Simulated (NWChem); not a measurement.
All runs are NWChem calculations. System: BCl (+1), charge 1, spin multiplicity 2, at a geometry optimised with UPBE0/def2-SVP. The structure started from a generated list of species. Its SCF solution wasn't tested for a lower state. Level: ROCCSD(T)/def2-TZVP, 6 core orbitals frozen.

Job file:

```
start mol
memory heap 100 mb stack 700 mb global 1900 mb
charge 1
geometry units angstroms nocenter noautoz
  B      0.000000     0.000000     1.239198
  Cl     0.000000     0.000000    -0.364470
  symmetry group C2v
end
basis spherical
  * library def2-tzvp
end
scf
  rohf
  nopen 1
  maxiter 100
  thresh 1e-7
  semidirect memsize 60000000 filesize 0
  # guess.movecs holds the orbitals of an unrestricted PBE0 run
  vectors input guess.movecs output mol.movecs
end
tce
  freeze core 6
  ccsd(t)
  2eorb
  2emet 13
  thresh 1e-6
  maxiter 100
  tilesize 24
end
task tce energy
```

Output (cleaned and shortened):

```
             Northwest Computational Chemistry Package (NWChem) 7.3.0
             --------------------------------------------------------

                                NWChem Input Module
                                -------------------

 Scaling coordinates for geometry "geometry" by  1.889725989
 (inverse scale =  0.529177249)

 Turning off AUTOSYM since
 SYMMETRY directive was detected!

                             Geometry "geometry" -> ""
                             -------------------------

 Output coordinates in angstroms (scale by  1.889725989 to convert to a.u.)

  No.       Tag          Charge          X              Y              Z
 ---- ---------------- ---------- -------------- -------------- --------------
    1 B                    5.0000     0.00000000     0.00000000     1.23919800
    2 Cl                  17.0000     0.00000000     0.00000000    -0.36447000

 Effective nuclear repulsion energy (a.u.)      28.0482407612

            Nuclear Dipole moment (a.u.)
            ----------------------------
        X                 Y               Z
 ---------------- ---------------- ----------------
     0.0000000000     0.0000000000    -0.0000000000

      Symmetry information
      --------------------

 Group name             C2v
 Group number             16
 Group order               4
 No. of unique centers     2

      Symmetry unique atoms

     1    2


 Summary of "ao basis" -> "" (spherical)
 ------------------------------------------------------------------------------
       Tag                 Description            Shells   Functions and Types
 ---------------- ------------------------------  ------  ---------------------
 *                         def2-tzvp                  on all atoms

 Summary of "ao basis" -> "ao basis" (spherical)
 ------------------------------------------------------------------------------
       Tag                 Description            Shells   Functions and Types
 ---------------- ------------------------------  ------  ---------------------
 B                         def2-tzvp                11       31   5s3p2d1f
[...]
       Number of AO shells :    24
        Use of symmetry is : on
      Symmetry adaption is : on
         Schwarz screening : 0.10D-09

          Correlation Information
          -----------------------
          Calculation type : Coupled-cluster singles & doubles w/ perturbation
   Perturbative correction : (T)
            Max iterations :      100
        Residual threshold : 0.10D-05
     T(0) DIIS level shift : 0.00D+00
     L(0) DIIS level shift : 0.00D+00
     T(1) DIIS level shift : 0.00D+00
     L(1) DIIS level shift : 0.00D+00
     T(R) DIIS level shift : 0.00D+00
     T(I) DIIS level shift : 0.00D+00
   CC-T/L Amplitude update :  5-th order DIIS
                I/O scheme : Global Array Library
        L-threshold :  0.10D-05
        EOM-threshold :  0.10D-05
 no EOMCCSD initial starts read in
 TCE RESTART OPTIONS
 SLICE:      F
 D4D5:       F
 quantumc:   F
 qrotation:  F
 pwtce:      F
 qducc:      F
 nacto:                         0
 nrotv:                         0
 nrot:                          0

            Memory Information
            ------------------
          Available GA space size is     249027552 doubles
          Available MA space size is     104850596 doubles

 Maximum block size supplied by input
 Maximum block size        24 doubles

 tile_dim =     23

 -------------------------------------------------

 Global array virtual files algorithm will be used

 Parallel file system coherency ......... OK

 4-electron integrals stored in orbital form

 v2    file size   =          1189786
 4-index algorithm nr.  13 is used
 imaxsize =       30
 imaxsize ichop =        0


CCSD iterations
 ---------------------------------------------------------
 Iter          Residuum       Correlation     Cpu    Wall
 ---------------------------------------------------------
    1   0.1271865406587  -0.2277617529105     0.3     0.3
    2   0.0325787830457  -0.2409330373635     0.3     0.3
    3   0.0116228628940  -0.2454473213979     0.2     0.2
    4   0.0054515873150  -0.2464606193114     0.2     0.2
    5   0.0028537199076  -0.2469346303457     0.2     0.2
    6   0.0016937500669  -0.2472096300626     0.2     0.2
    7   0.0009967427187  -0.2472984248543     0.2     0.2
    8   0.0007531787105  -0.2472756921305     0.2     0.2
    9   0.0005822430968  -0.2473072168696     0.2     0.2
   10   0.0004633244233  -0.2472954547163     0.2     0.2
   11   0.0000645987366  -0.2473151634064     0.2     0.2
   12   0.0000271039065  -0.2473175534259     0.2     0.2
   13   0.0000172667370  -0.2473183529726     0.2     0.2
   14   0.0000104155300  -0.2473182411211     0.3     0.3
   15   0.0000070122530  -0.2473181913477     0.2     0.2
   16   0.0000028154588  -0.2473180245815     0.2     0.2
   17   0.0000014719000  -0.2473181575874     0.2     0.2
   18   0.0000009903173  -0.2473181377817     0.2     0.2
 -----------------------------------------------------------------
 Iterations converged
 CCSD correlation energy / hartree =        -0.247318137781733
 CCSD total energy / hartree       =      -484.073458875011852

 Singles contributions

 Doubles contributions
 CCSD(T)
 Using plain CCSD(T) code
             total no. of tasks          927
 total no. of tasks / no. procs          927
                         wl_min            2           1.1
                         wl_max        97336           6.8
        thresh for no. of tasks          927

 CCSD[T]  correction energy / hartree =        -0.013864558693899
 CCSD[T] correlation energy / hartree =        -0.261182696475631
 CCSD[T] total energy / hartree       =      -484.087323433705762
 CCSD(T)  correction energy / hartree =        -0.013171622646915
 CCSD(T) correlation energy / hartree =        -0.260489760428648
 CCSD(T) total energy / hartree       =      -484.086630497658746

 Task  times  cpu:        8.6s     wall:        8.6s

 Total times  cpu:        8.6s     wall:        8.6s
```
